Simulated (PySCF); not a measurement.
## Electron correlation in Ca³⁺ (calcium, charge +3)

[Ne] 3s2 3p5, 2P determinant. Calculation: PySCF 2.14, in 6-31G*; no relativity, point nucleus. Frozen: [Ne] 3s2; 5 electrons correlated.

Total MP2 correlation energy: -81.79 mhartree.

Same-spin part -25.67 and opposite-spin part -56.12 mhartree; SCS-MP2 scales them by 1/3 and 6/5 to -75.90 mhartree.

```tsv
level	correlation energy (mhartree)
CCSD	-98.48
(T)	-0.06
CCSD(T)	-98.54
```

Diagnostics: T1 = 0.0015, D1 = 0.0024, largest double amplitude 0.036.

Cost of the coupled-cluster step: 0.19 s of wall time on 1 thread of Intel(R) Xeon(R) CPU @ 2.60GHz (shared host), for 5 correlated electrons.
